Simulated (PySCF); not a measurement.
## Polarisability and C₆ of Ag⁺ (silver, charge +1)

[Kr] 4d9 5s1, high-spin 3D determinant (an excited configuration). Calculation: PySCF 2.14, in x2c-QZVPPall with one added diffuse shell each of s, p, d, f, g type (14s9p8d5f3g, 143 functions); scalar relativity by spin-free X2C-1e. Coupled (time-dependent) response in atomic units; α is the mean over directions.

```csv
method,mean α (bohr³),"α xx, yy, zz",C₆ (like pair),S(−4)
r2SCANh,28.25,"28.61, 28.61, 27.53",183.2,523.3
```

S(−4) is the Cauchy moment in α(ω) = α(0) + S(−4) ω² + …

Spin-orbit coupling is absent.

α(iu) at r2SCANh:

```json
{"u (hartree)": "0", "α(iu) (bohr³)": "28.25"}
{"u (hartree)": "0.0500", "α(iu) (bohr³)": "27.02"}
{"u (hartree)": "0.100", "α(iu) (bohr³)": "24.03"}
{"u (hartree)": "0.200", "α(iu) (bohr³)": "17.47"}
{"u (hartree)": "0.300", "α(iu) (bohr³)": "12.97"}
{"u (hartree)": "0.500", "α(iu) (bohr³)": "8.376"}
{"u (hartree)": "0.750", "α(iu) (bohr³)": "5.806"}
{"u (hartree)": "1.00", "α(iu) (bohr³)": "4.420"}
{"u (hartree)": "1.50", "α(iu) (bohr³)": "2.904"}
{"u (hartree)": "2.00", "α(iu) (bohr³)": "2.076"}
{"u (hartree)": "3.00", "α(iu) (bohr³)": "1.211"}
{"u (hartree)": "5.00", "α(iu) (bohr³)": "0.5546"}
```

A single London oscillator, α(iu) = α/(1 + u²/ω²), gives C₆ = (3/4) ω α². Matching the computed C₆ needs ω = 4 × 183.2 / (3 × 28.25²) = 0.306 hartree.

For an ion, C₆ is the dispersion term alone; charge-induced terms of lower order in 1/R come first.

The components differ because the open shell of this determinant is not spherical; for a pure term their mean is the scalar polarisability.
